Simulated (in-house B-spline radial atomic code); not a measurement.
Values are calculated unless marked as measured or tabulated.
## From levels and matrix elements to observables: Te L (Te49+)

One electron outside the 1s2 core, from a B-spline radial code for spherical atoms: Brueckner orbitals with a screened correlation potential on Dirac-Hartree-Fock, Breit and QED terms for the lowest states, dipole elements in length form with static core polarisation. The core's own polarisability, by RPA, is 1.083e-06 bohr³.

| state | removal energy (cm⁻¹) | size of the reduced dipole element to 2s1/2 (a.u.) |
| --- | --- | --- |
| 2s1/2 | 72918683 | - |
| 3s1/2 | 31923332 | - |
| 2p1/2 | 72000973 | 0.07932 |
| 2p3/2 | 69451516 | 0.1162 |
| 3p1/2 | 31670603 | 0.04643 |
| 3p3/2 | 30913102 | 0.0597 |

Use R = 109737.3 cm⁻¹, 1 hartree = 219474.6 cm⁻¹, c = 137.036 and 1 a.u. of rate = 4.1341e16 s⁻¹.

Q: Find the quantum defects of the two s states and predict 4s1/2.

A: With n* = 50 √(R/E): 2s1/2 has n* = 1.9397, δ = 0.0603; 3s1/2 has n* = 2.9315, δ = 0.0685. Ritz's form δ = δ0 + b/n*² gives b = -0.055, δ0 = 0.0748, so with n* ≈ 4 − 0.0685, δ = 0.0713 and E = R × 50²/(4 − 0.0713)² = 17774431 cm⁻¹. The program finds 17796858 cm⁻¹. In so highly charged an ion δ holds relativistic, Breit and QED shifts that Ritz's form doesn't follow, and the higher level lacks the last two.

Q: What are the wavelength, oscillator strength and rate of 2s1/2–2p3/2?

A: ΔE = 3467167 cm⁻¹ = 15.79758 hartree, λ = 2.8842 nm in vacuum. f = (2/3) ΔE D²/(2j + 1 of the lower state) = (2/3) × 15.79758 × 0.1162²/2 = 0.0711. A = (4/3) ΔE³ D²/(c³ (2j' + 1)) = 6.8954e-06 a.u. = 2.851e+11 s⁻¹, a partial lifetime of 0.003508 ns.
